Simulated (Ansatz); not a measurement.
C2H5NOSi can be A, `CO[SiH2]C#N`, or B, `O=C/N=C\[SiH3]`.

Program: Ansatz. Geometries: PBE0-D4/def2-TZVP. ΔE: electronic, gas phase. CBS: MP2 limit from def2 TZ/QZ plus the TZ coupled-cluster correction, frozen cores. Functionals use def2-TZVPP. B3LYP here is the variant with VWN-RPA as its local correlation; programs differ in this. Each species was taken in one conformer, which may not be the lowest.

A:

```xyz
10

C     0.814    1.269   -0.456
O    -0.467    0.933    0.042
Si   -1.078   -0.572    0.057
C     0.046   -1.680    1.040
N     0.769   -2.350    1.637
H     0.918    0.983   -1.508
H     0.932    2.349   -0.373
H     1.602    0.780    0.125
H    -2.388   -0.529    0.730
H    -1.146   -1.182   -1.293
```

B:

Z-matrix (Å, degrees):
```
Si
C 1 1.907
H 1 1.486 2 106.1
H 1 1.482 2 108.9 3 -117.2
H 1 1.481 2 110.9 3 119.6
N 2 1.269 1 127.4 3 -148.9
H 2 1.096 1 117.3 3 32.0
C 6 1.390 2 120.9 1 -4.5
O 8 1.203 6 124.3 2 -53.8
H 8 1.104 6 112.7 2 130.8
```

Problem. Which isomer does CCSD(T)/CBS put lower? Give the gap. (Estimate.)

Solution. Computed: A, by 193.1 kJ/mol.

Problem. Give E(B) − E(A) in kJ/mol with PBE0-D4, B3LYP-D4, CCSD(T)/def2-TZVPP, B3LYP, LDA (SPW92), r2SCAN-D4, ωB97M-V. (Estimate.)

Solution. Computed: PBE0-D4 158.9, B3LYP-D4 170.8, CCSD(T)/def2-TZVPP 192.2, B3LYP 174.4, LDA (SPW92) 130.9, r2SCAN-D4 164.9, ωB97M-V 182.3. None reverses the order clearly.

Problem. Does the order hold for the free energy at 298.15 K (harmonic terms from PBE0-D4)? (An estimate is asked.)

Solution. The calculation gave: Yes: G(B) − G(A) = +186.1 kJ/mol, for one conformer each. Modes under 60 cm⁻¹, often nearly free rotors, make the harmonic entropy too high.

Largest T1 diagnostic: 0.017.

From BLYP to BHLYP (50 % exact exchange), in def2-TZVPP and without D4, E(B) − E(A) moves by +27.0 kJ/mol. The D4 term adds −3.6 kJ/mol with B3LYP and −1.7 kJ/mol with PBE0; it sums over pairs of atoms, weighted by their polarisabilities, and B3LYP, whose exchange is more repulsive, gets the larger term.
